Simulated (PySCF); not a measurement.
Quadrupolar nuclei of methyltrichlorosilane in NMR

Species: methyltrichlorosilane, CH3Cl3Si.
Structure used (PBE0-D3(BJ)/def2-TZVP), in Å, numbered top down from 1:
```xyz
8
CH3Cl3Si angstrom
C      0.978    0.136    0.363
Si    -0.727   -0.109   -0.286
Cl    -1.981   -0.720    1.200
Cl    -0.741   -1.521   -1.758
Cl    -1.454    1.631   -1.060
H      1.633    0.491   -0.435
H      0.967    0.873    1.168
H      1.369   -0.807    0.751
```

Computed at PBE0/pcSseg-2 (PySCF, non-relativistic):

```tsv
atom	environment	nucleus	spin I	Q (b)	CQ = χzz (MHz)	η
Cl3	silicon-bound chlorine	35Cl	3/2	-0.0817	-40.861	0.015
```

Recover the principal values of the field gradient from CQ = 234.96 MHz × Q × Vzz, η = (Vxx − Vyy)/Vzz and a zero trace.

The tensor is traceless, so η fixes the two smaller values:

| atom | Vxx (au) | Vyy (au) | Vzz (au) | Vzz (10²¹ V/m²) |
| --- | --- | --- | --- | --- |
| Cl3 | -1.048 | -1.081 | 2.129 | 20.68 |

At 14.1 T, set νQ = 3|CQ|/[2I(2I − 1)] beside the Larmor frequency (|g| × 7.62259 MHz/T × B; g(35Cl) = 0.54792), and give PQ = |CQ|√(1 + η²/3).

```
atom  PQ (MHz)  νQ (MHz)  ν0 (MHz)  νQ/ν0
 Cl3     40.86     20.43     58.89  0.347
```

For Cl3: PQ = 40.86 × 1.0000, νQ = 40.86 × 0.5000, ν0 = 4.1765 MHz/T × 14.1 T.

For Cl3 νQ isn't small against ν0, so the high-field expansions of solid-state NMR fail there at this field.

Solvent, lattice and vibrations would change these gradients. Isolated species at its PBE0-D3(BJ)/def2-TZVP geometry, gas phase.
